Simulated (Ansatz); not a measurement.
Start from `CC[C](=O)[ZnH]` and change one atom or group to get `CCC(=O)S`.

Ansatz, PBE0-D4/def2-TZVP geometries, multiplicity 1. Each molecule was computed in one conformer, which needn't be the lowest.

Scalar relativity is left out up to krypton.

```
                                      property  `CC[C](=O)[ZnH]`
         HOMO energy (ωB97M-V/def2-TZVPP) / eV             -8.34
          HOMO–LUMO gap (PBE0/def2-TZVPP) / eV              4.72
             LUMO energy (PBE/def2-TZVPP) / eV             -2.40
           HOMO energy (B3LYP/def2-TZVPP) / eV             -5.96
size of the dipole moment (PBE/def2-TZVPP) / D              2.39
         LUMO energy (ωB97M-V/def2-TZVPP) / eV              0.31
```

Problem. Give the same properties after the change, and the shifts. (An estimate is asked.)

Solution. Ansatz gave: 
```
                                      property  `CCC(=O)S`  shift
         HOMO energy (ωB97M-V/def2-TZVPP) / eV       -9.92  -1.58
          HOMO–LUMO gap (PBE0/def2-TZVPP) / eV        7.07   2.35
             LUMO energy (PBE/def2-TZVPP) / eV       -1.66   0.74
           HOMO energy (B3LYP/def2-TZVPP) / eV       -7.40  -1.44
size of the dipole moment (PBE/def2-TZVPP) / D        1.64  -0.75
         LUMO energy (ωB97M-V/def2-TZVPP) / eV        1.70   1.39
```

With PBE0 the HOMO falls by 1.51 eV and the LUMO rises by 0.84 eV, so the gap widens by about 2.35 eV. PBE moves the HOMO by -1.24 eV and ωB97M-V by -1.58 eV. Dipoles are sizes alone; their direction can turn.

B3LYP here is the variant with VWN-RPA as its local correlation; programs differ in this.
